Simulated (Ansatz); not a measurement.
Rb₈⁻. The state is a doublet with charge -1. Geometry PBE/def2-SVPD; atoms count from 1.

| atom | x (Å) | y (Å) | z (Å) |
| --- | --- | --- | --- |
| Rb1 | 1.0475 | 1.1708 | 4.3184 |
| Rb2 | 3.0306 | 1.1651 | -0.2661 |
| Rb3 | 0.9383 | -2.7495 | 1.4465 |
| Rb4 | -0.4632 | 4.3839 | 1.2255 |
| Rb5 | -2.5139 | -3.1880 | -2.1315 |
| Rb6 | -2.8846 | 0.0281 | 1.4771 |
| Rb7 | 1.9169 | -2.3517 | -3.4202 |
| Rb8 | -1.0717 | 1.5413 | -2.6498 |

In the def2 sets Rb takes a core potential; there is no spin–orbit coupling. The structure comes from a short search, and lower isomers may exist.

Q: Estimate the Mulliken populations from the PBE0/def2-TZVPD orbitals of Ansatz.

A: 
```tsv
atom	charge (e)	spin (α − β)
Rb1	-0.44	0.03
Rb2	0.18	0.22
Rb3	0.19	0.23
Rb4	-0.43	0.02
Rb5	-0.44	0.02
Rb6	0.19	0.23
Rb7	-0.43	0.02
Rb8	0.19	0.23
```
Mulliken values and Mayer orders depend strongly on the basis. With diffuse functions, as here, like atoms can get unlike values, and bond orders can come out too low or too high.

Q: Where does the spin sit?

A: Summed by element: Rb 1.00, of 1 unpaired in all. Largest on single atoms: Rb3 0.23, Rb8 0.23, Rb6 0.23.

Q: And the Mayer bond orders between bonded heavy atoms (over 0.3)?

A: Rb1–Rb3 0.47 (4.86 Å); Rb1–Rb4 0.67 (4.71 Å); Rb2–Rb7 0.47 (4.85 Å); Rb4–Rb8 0.47 (4.84 Å); Rb5–Rb6 0.47 (4.85 Å); Rb5–Rb7 0.68 (4.69 Å).
